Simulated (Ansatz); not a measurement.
Compare A (`CC1(C)COC1=O`) with its isomer B (`O=C1CCCCO1`).

Program: Ansatz. Geometries: PBE0-D4/def2-TZVP. ΔE: electronic, gas phase. CCSD(T)/CBS adds triple-zeta CCSD(T) − MP2 to the extrapolated MP2 energy (def2 sets, frozen cores). DFT in def2-TZVPP. B3LYP here is the variant with VWN-RPA as its local correlation; programs differ in this.

A:

```xyz
15

C    -1.0642   -0.5337   -0.9513
C     0.0184    0.0001   -0.0334
C     0.2503    1.4879   -0.2141
C    -0.0258   -0.5002    1.4177
O     1.2141   -1.2348    1.2222
C     1.3041   -0.8215   -0.0725
O     2.1487   -1.0831   -0.8615
H    -0.7892   -0.3681   -1.9949
H    -1.2204   -1.6054   -0.8095
H    -2.0105   -0.0202   -0.7627
H     1.0317    1.8577    0.4534
H     0.5555    1.6999   -1.2407
H    -0.6683    2.0439   -0.0100
H     0.0959    0.2590    2.1913
H    -0.8404   -1.1816    1.6660
```

B:

Z-matrix (Å, degrees):
```
C
C 1 1.512
C 1 1.519 2 115.8
H 1 1.090 2 106.7 3 -126.6
H 1 1.097 2 104.8 3 121.1
O 2 1.345 1 118.9 3 -21.2
O 2 1.198 1 122.1 3 162.7
C 3 1.515 1 108.7 2 43.7
H 3 1.092 1 110.2 2 166.3
H 3 1.096 1 110.1 2 -76.1
C 6 1.430 2 122.5 1 14.7
H 8 1.093 3 111.8 1 -179.1
H 8 1.095 3 110.3 1 61.6
H 11 1.091 6 105.1 2 -154.8
H 11 1.096 6 107.6 2 90.4
```

Problem. Which isomer does CCSD(T)/CBS put lower? Give the gap. (An estimate is asked.)

Solution. The calculation gave: B, by 9.8 kcal/mol.

Problem. Give E(B) − E(A) in kcal/mol with BLYP-D4, B3LYP, CCSD/def2-TZVPP, PBE0-D4, MP2/def2-TZVPP, ωB97M-V, B3LYP-D4. (An estimate is asked.)

Solution. Ansatz gave: BLYP-D4 -8.9, B3LYP -10.4, CCSD/def2-TZVPP -9.8, PBE0-D4 -10.5, MP2/def2-TZVPP -8.3, ωB97M-V -9.9, B3LYP-D4 -10.5. None reverses the order clearly.

Largest T1 diagnostic: 0.014.

From r2SCAN to r2SCAN0 (25 % exact exchange), in def2-TZVPP and without D4, E(B) − E(A) moves by −1.3 kcal/mol. Leaving LDA and LC-ωPBE aside and taking each functional with its dispersion term where it has one, the values, not all of them listed here, spread over 4.3 kcal/mol, from BHLYP-D4 to revPBE-D4. LDA lies −3.5 kcal/mol from PBE without D4.
